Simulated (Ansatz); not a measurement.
`[OH][Al]([OH])[F]`, relaxed with RKS PBE0-D4/def2-TZVP in the Gaussian-basis code of Ansatz from a GFN2-xTB geometry. The force threshold is 0.005 eV/Å; the program also tests the step.

The species carries charge 0 and has multiplicity 1.

Start:

```xyz
6

O    -0.454   -0.141    1.349
Al    0.359   -0.050   -0.085
O    -0.373    0.317   -1.511
F     1.982   -0.330   -0.151
H    -0.292   -0.341    2.260
H    -1.222    0.545   -1.863
```

```csv
step,energy (eV),largest force (eV/Å),largest move (Å)
1,-13438.8880,0.648,0.000
2,-13438.9017,0.509,0.009
3,-13438.9487,0.568,0.074
4,-13438.9660,0.460,0.038
5,-13438.9797,0.031,0.043
6,-13438.9801,0.013,0.015
7,-13438.9802,0.003,0.006
```

End:

```xyz
6

O    -0.563   -0.120    1.295
Al    0.367   -0.048   -0.106
O    -0.324    0.331   -1.590
F     1.981   -0.348   -0.064
H    -0.206   -0.332    2.156
H    -1.255    0.517   -1.691
```

Run time 48 s (2 threads of an AMD EPYC 7R13 on a shared host); peak host memory 0.24 GiB.
